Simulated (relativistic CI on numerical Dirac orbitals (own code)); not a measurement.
**Crystal-field levels of Mo+, 4d5**

Calculated by Dirac-Coulomb-Breit CI, orbitals from a KLI potential per configuration, model QED (radiative potential, 1s self-energy scaled to tabulated hydrogen-like ionisation energies), valence Slater integrals scaled by 0.85, one configuration in a parametric crystal field (own radial code).

Field parameters in Wybourne normalisation: Oh B⁴₀ = 21Dq, B⁴₄ = √(5/14) B⁴₀. The field is a parameter set, without covalency.

S and J are read from ⟨S²⟩ = S(S + 1) and ⟨J²⟩ = J(J + 1) of each level; they are not fictitious spins.

Oh, 10Dq = 22700 cm⁻¹, the lowest 16 levels:

```
E (cm⁻¹)  Degeneracy  Irrep     S     J
     0.0           2     Γ7  0.51  4.66
     937           4     Γ8  0.51  4.38
   12244           4     Γ8  1.54  3.76
   12307           2     Γ7  1.54  3.72
   12551           4     Γ8  1.50  3.42
   12658           2     Γ6  1.50  3.14
   16243           4     Γ8  2.46  2.60
   16249           2     Γ7  2.47  2.57
   16766           2     Γ6  1.50  3.86
   16783           4     Γ8  1.50  3.76
   16893           4     Γ8  1.50  3.43
   16941           2     Γ7  1.49  3.14
   20477           4     Γ8  0.51  5.36
   20492           2     Γ7  0.51  4.75
   20958           2     Γ6  0.50  5.23
   22116           2     Γ7  0.51  4.94
```

Principal g values of the ground doublet: 2.28, 2.28, 2.28.

Oh, 10Dq = 5800 cm⁻¹, the lowest 10 levels:

| E (cm⁻¹) | Degeneracy | Irrep | S | J |
| --- | --- | --- | --- | --- |
| 0.0 | 2 | Γ7 | 2.50 | 2.50 |
| 0.0 | 4 | Γ8 | 2.50 | 2.50 |
| 12662 | 2 | Γ7 | 1.46 | 3.89 |
| 12788 | 4 | Γ8 | 1.49 | 3.93 |
| 12898 | 4 | Γ8 | 1.50 | 3.57 |
| 12998 | 2 | Γ6 | 1.50 | 3.27 |
| 15349 | 2 | Γ7 | 1.45 | 3.09 |
| 15470 | 4 | Γ8 | 1.47 | 3.81 |
| 15719 | 2 | Γ6 | 1.50 | 4.86 |
| 15735 | 4 | Γ8 | 1.50 | 4.68 |

Principal g values of the ground doublet: 3.33, 3.33, 3.33.

Oh, 10Dq = 9950 cm⁻¹, the lowest 10 levels:

```json
{"E (cm⁻¹)": "0.0", "Degeneracy": "2", "Irrep": "Γ7", "S": "2.49", "J": "2.51"}
{"E (cm⁻¹)": "0.3", "Degeneracy": "4", "Irrep": "Γ8", "S": "2.49", "J": "2.51"}
{"E (cm⁻¹)": "7909", "Degeneracy": "2", "Irrep": "Γ7", "S": "1.01", "J": "4.31"}
{"E (cm⁻¹)": "8602", "Degeneracy": "4", "Irrep": "Γ8", "S": "1.30", "J": "3.95"}
{"E (cm⁻¹)": "8972", "Degeneracy": "4", "Irrep": "Γ8", "S": "1.50", "J": "3.55"}
{"E (cm⁻¹)": "9093", "Degeneracy": "2", "Irrep": "Γ6", "S": "1.50", "J": "3.18"}
{"E (cm⁻¹)": "9668", "Degeneracy": "2", "Irrep": "Γ7", "S": "1.17", "J": "4.31"}
{"E (cm⁻¹)": "9861", "Degeneracy": "4", "Irrep": "Γ8", "S": "0.86", "J": "4.40"}
{"E (cm⁻¹)": "12612", "Degeneracy": "2", "Irrep": "Γ7", "S": "1.49", "J": "3.08"}
{"E (cm⁻¹)": "12674", "Degeneracy": "2", "Irrep": "Γ6", "S": "1.50", "J": "4.28"}
```

Principal g values of the ground doublet: 3.33, 3.33, 3.33.

The free-ion ground term has S = 5/2. The field overcomes the spin-pairing energy for Oh, 10Dq = 22700 cm⁻¹, where the ground state has lower spin; these fields are assumed values.

Levels of this model without a field, named by their leading LS term: 6S_5/2 0, 4G_5/2 17019, 4G_7/2 17096, 4G_9/2 17151, 4G_11/2 17152, 4P_5/2 19475, 4P_3/2 19619, 4P_1/2 19818 cm⁻¹.
